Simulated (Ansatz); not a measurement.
`NB(N)O`, 9 atoms. The species carries charge 0 and has multiplicity 1. All runs use 2 threads of a server CPU on a shared host. Correlated methods freeze the cores.

Problem. How many basis functions does each run have, and how long does it take in Ansatz? RKS BLYP-D4/def2-TZVPP energy; RKS PBE-D4/def2-TZVPP energy and forces; RKS ωB97M-V/def2-QZVPP energy; RHF-MP2/def2-QZVPP energy; RKS ωB97M-V/def2-SVP energy; RKS PBE0-D4/def2-TZVP frequencies; RKS ωB97X-V/def2-TZVPP energy; RKS B3LYP-D4/def2-TZVPP energy and forces; RKS PBE0-D4/def2-QZVPP energy; RHF-CCSD(T)/def2-SVP energy; direct RPA on PBE orbitals/def2-TZVPP energy; RHF-CCSD(T)/def2-TZVPP energy. (Estimate.)

Solution. Ansatz gave: Other jobs shared the machine, so times are rough.

| level | job | functions | wall time | peak host memory (GiB) |
| --- | --- | --- | --- | --- |
| RKS BLYP-D4/def2-TZVPP | energy | 194 | 2 s | 0.19 |
| RKS PBE-D4/def2-TZVPP | energy and forces | 194 | 2.5 s | 0.18 |
| RHF-CCSD(T)/def2-SVP | energy | 81 | 3 s | 0.26 |
| RKS B3LYP-D4/def2-TZVPP | energy and forces | 194 | 3.4 s | 0.35 |
| RKS ωB97M-V/def2-SVP | energy | 81 | 4.1 s | 0.2 |
| direct RPA on PBE orbitals/def2-TZVPP | energy | 194 | 5.5 s | 0.4 |
| RKS PBE0-D4/def2-QZVPP | energy | 378 | 7 s | 0.83 |
| RKS ωB97X-V/def2-TZVPP | energy | 194 | 8 s | 0.44 |
| RKS ωB97M-V/def2-QZVPP | energy | 378 | 18 s | 1.1 |
| RHF-MP2/def2-QZVPP | energy | 378 | 20 s | 1.6 |
| RHF-CCSD(T)/def2-TZVPP | energy | 194 | 74 s | 2.4 |
| RKS PBE0-D4/def2-TZVP | frequencies | 154 | 110 s | 0.27 |

B3LYP here is the variant with VWN-RPA as its local correlation; programs differ in this.
